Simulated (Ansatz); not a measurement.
# The atomisation energy (no zero-point term) down a group: F to I

Gas-phase molecules, one atom swapped for its congeners: C2H3F3 (1,1,2-trifluoroethane) `FCC(F)F`; C2H3ClF2 `FCC(F)Cl`; C2H3BrF2 `FCC(F)Br`; C2H3F2I `FCC(F)I`. All are singlets with charge 0.

Shapes, held fixed at every level: PBE0-D4/def2-TZVP. Flexible molecules stand in one conformer, not always the lowest. Programs: Ansatz 0.2.0. Values in eV.

| level | C2H3F3 | C2H3ClF2 | C2H3BrF2 | C2H3F2I |
| --- | --- | --- | --- | --- |
| HF/def2-TZVPP | 22.78 | 21.63 | 21.05 | 20.51 |
| PBE-D4/def2-TZVPP | 33.31 | 31.76 | 31.16 | 30.68 |
| B3LYP-D4/def2-TZVPP | 32.03 | 30.47 | 29.89 | 29.41 |
| wB97M-V/def2-TZVPP | 32.25 | 30.76 | 30.07 | 29.52 |
| B2PLYP/def2-TZVPP | 31.82 | 30.25 | 29.67 | 29.16 |
| MP2/def2-TZVPP | 32.33 | 30.73 | 30.17 | 29.68 |
| CCSD(T)/def2-TZVPP | 31.31 | 29.78 | 29.24 | 28.74 |

At CCSD(T)/def2-TZVPP the atomisation energy falls at every step, from 31.31 to 28.74 eV. Every level shows the same order. For atoms past krypton def2 sets carry core potentials with scalar relativity. Relativity is left out for Br. Outer-core shells of Br, I are correlated, in sets that cover them unevenly. Spin-orbit coupling, which grows down the group, is left out (summed over each molecule's free atoms 0.06, 0.08, 0.19, 0.35 eV). Coupled cluster in double- or triple-zeta sets underbinds by a few per cent against its basis-set limit.
